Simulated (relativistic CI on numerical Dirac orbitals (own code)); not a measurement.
# Au³³⁺: q coefficients and field-shift factors

Computed by Dirac-Coulomb-Breit CI, orbitals from a KLI potential per configuration, derivatives by finite differences, unscaled Slater integrals, QED left out (own radial code, finite nucleus).

CI space (outside the closed core [Ar] 3d10): 4s²4p⁶4d¹⁰, 4s²4p⁶4d⁹4f, 4s²4p⁵4d¹⁰4f, 4s4p⁶4d¹⁰4f, 4s²4p⁶4d⁹5s, 4s²4p⁶4d⁹5p. Double excitations out of closed p, d and f shells are left out; levels of such configurations are missing from the list, as are those of other unlisted configurations, and high levels can miss mixing partners.

With x = (α/α₀)² − 1 an excitation energy changes as ω = ω₀ + qx; K = 2q/ω₀ is the relative enhancement. Terms are leading LS components, so labels can repeat. The field-shift factor is F = δν/δ⟨r²⟩ for the transition from the lowest level.

Lowest level 4s²4p⁶4d¹⁰ ¹S0.

```
           Level  ω₀ (cm⁻¹)  q (cm⁻¹)        K  F (GHz/fm²)
4s²4p⁶4d⁹4f ³P°0    1731886      1638  0.00189         29.7
4s²4p⁶4d⁹4f ³P°1    1754203     10350   0.0118         30.2
4s²4p⁶4d⁹4f ³D°2    1794651     15580   0.0174         30.7
4s²4p⁶4d⁹4f ³H°5    1794930      1016  0.00113         30.3
4s²4p⁶4d⁹4f ³F°3    1823269      4517  0.00495         30.3
4s²4p⁶4d⁹4f ³H°6    1825345     44230   0.0485         32.4
4s²4p⁶4d⁹4f ³G°4    1830410      3647  0.00398         30.6
4s²4p⁶4d⁹4f ¹D°2    1836536     39140   0.0426           32
4s²4p⁶4d⁹4f ³F°4    1868868     46450   0.0497         32.5
4s²4p⁶4d⁹4f ³G°5    1884873     45620   0.0484           33
4s²4p⁶4d⁹4f ³D°3    1893021     46090   0.0487           33
4s²4p⁶4d⁹4f ³D°1    1910287     99950    0.105         34.4
4s²4p⁶4d⁹4f ³H°4    1977607    185800    0.188         37.2
```

At this charge energies of transitions that change n are usually good to better than 1 %, and those within a shell (Δn = 0) to a few per cent.
